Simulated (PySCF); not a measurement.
H$_{2}$OSi, triplet, geometry from GFN2-xTB (a higher spin typed on purpose: for a closed-shell molecule this is an excited state). Base run: PBE/3-21G run with PySCF.

Geometry (Å):
```xyz
4

Si     0.0696    -0.4437     0.0039
O     -0.1706     1.0880    -0.0096
H     -0.9944    -1.4325    -0.0006
H      1.3851    -1.0592     0.0226
```
Charge 0, spin multiplicity 3.
Orbitals are unrestricted.
All else is at PySCF's defaults.
Base energy -363.56074 Eh.

The base run was repeated with changes; each row names its change, and settings that it needs were set with it.

```json
[
 {"change": "base", "ΔE vs base (mEh)": "0.000", "grid points": "52880", "electrons on the grid": "24.00000"},
 {"change": "grids.prune = off", "ΔE vs base (mEh)": "0.000", "grid points": "87576", "electrons on the grid": "24.00000"},
 {"change": "grids.level = 5", "ΔE vs base (mEh)": "0.001", "grid points": "133616", "electrons on the grid": "24.00000"},
 {"change": "grids.level = 0", "ΔE vs base (mEh)": "37.733", "grid points": "3952", "electrons on the grid": "23.99722"},
 {"change": "grids.atom_grid = (75, 302)", "ΔE vs base (mEh)": "0.008", "grid points": "57624", "electrons on the grid": "23.99999"},
 {"change": "grids.atom_grid = (150, 974)", "ΔE vs base (mEh)": "0.001", "grid points": "318840", "electrons on the grid": "24.00000"},
 {"change": "grids.radi_method = gauss_chebyshev", "ΔE vs base (mEh)": "-0.001", "grid points": "51608", "electrons on the grid": "24.00000"},
 {"change": "grids.atom_grid = (30, 110)", "ΔE vs base (mEh)": "-0.327", "grid points": "9856", "electrons on the grid": "23.99981"},
 {"change": "grids.level = 2", "ΔE vs base (mEh)": "0.008", "grid points": "33880", "electrons on the grid": "23.99999"},
 {"change": "grids.radi_method = mura_knowles", "ΔE vs base (mEh)": "0.000", "grid points": "49992", "electrons on the grid": "24.00000"},
 {"change": "grids.level = 1", "ΔE vs base (mEh)": "-0.027", "grid points": "16536", "electrons on the grid": "24.00001"}
]
```

Open shells are given as the SCF converged; they aren't shown to be the lowest states, and a large step between rows can be another state.
